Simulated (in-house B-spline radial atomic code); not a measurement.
Radial electron density of neutral nickel, [Ar] 3d8 4s2. Method: non-relativistic BP86, spin-polarised, spherical fractional occupations, point nucleus. Calculated with a radial B-spline atomic code at the basis-set limit.

Columns: r (bohr), 4πr²n(r) (electrons per bohr), bar.

```
 0.00242   0.9615 #
 0.00296    1.396 ##
 0.00363    2.022 ##
 0.00445    2.902 ###
 0.00545    4.115 #####
 0.00668    5.771 #######
 0.00819    7.972 #########
    0.01    10.74 ############
  0.0123    14.29 ################
  0.0151    18.43 #####################
  0.0185    22.92 ##########################
  0.0226    27.28 ###############################
  0.0277    31.02 ####################################
   0.034    33.32 ######################################
  0.0416    33.58 #######################################
   0.051    31.83 #####################################
  0.0625       29 #################################
  0.0766    26.86 ###############################
  0.0938    27.28 ###############################
   0.115    30.83 ###################################
   0.141    35.72 #########################################
   0.173    38.25 ############################################
   0.212    35.37 #########################################
   0.259    27.78 ################################
   0.318    19.63 #######################
   0.389    16.05 ##################
   0.477    17.57 ####################
   0.584    20.15 #######################
   0.716    19.53 ######################
   0.877    15.19 #################
    1.08    9.557 ###########
    1.32    5.379 ######
    1.61    3.032 ###
    1.98    1.867 ##
    2.42    1.273 #
    2.97   0.8285 #
    3.64   0.4654 #
    4.46   0.2085 
    5.46  0.06984 
     6.7  0.01623 
    8.21 0.002594 
    10.1 0.0002516
```

On this grid the curve has 3 maxima, near 0.0416, 0.173, 0.584 bohr.

The 4s up radial function P(r) = rR(r), positive near the nucleus:

```json
{"r (bohr)": "0.000714", "P": "0.005883"}
{"r (bohr)": "0.00107", "P": "0.008729"}
{"r (bohr)": "0.00161", "P": "0.01293"}
{"r (bohr)": "0.00242", "P": "0.019"}
{"r (bohr)": "0.00363", "P": "0.02753"}
{"r (bohr)": "0.00545", "P": "0.03921"}
{"r (bohr)": "0.00819", "P": "0.05434"}
{"r (bohr)": "0.0123", "P": "0.07205"}
{"r (bohr)": "0.0185", "P": "0.08897"}
{"r (bohr)": "0.0277", "P": "0.09684"}
{"r (bohr)": "0.0416", "P": "0.08186"}
{"r (bohr)": "0.0625", "P": "0.02776"}
{"r (bohr)": "0.0938", "P": "-0.06616"}
{"r (bohr)": "0.141", "P": "-0.1557"}
{"r (bohr)": "0.212", "P": "-0.1407"}
{"r (bohr)": "0.318", "P": "0.04071"}
{"r (bohr)": "0.477", "P": "0.2524"}
{"r (bohr)": "0.716", "P": "0.2081"}
{"r (bohr)": "1.08", "P": "-0.1568"}
{"r (bohr)": "1.61", "P": "-0.5314"}
{"r (bohr)": "2.42", "P": "-0.6408"}
{"r (bohr)": "3.64", "P": "-0.4481"}
{"r (bohr)": "5.46", "P": "-0.1772"}
{"r (bohr)": "8.21", "P": "-0.03357"}
```
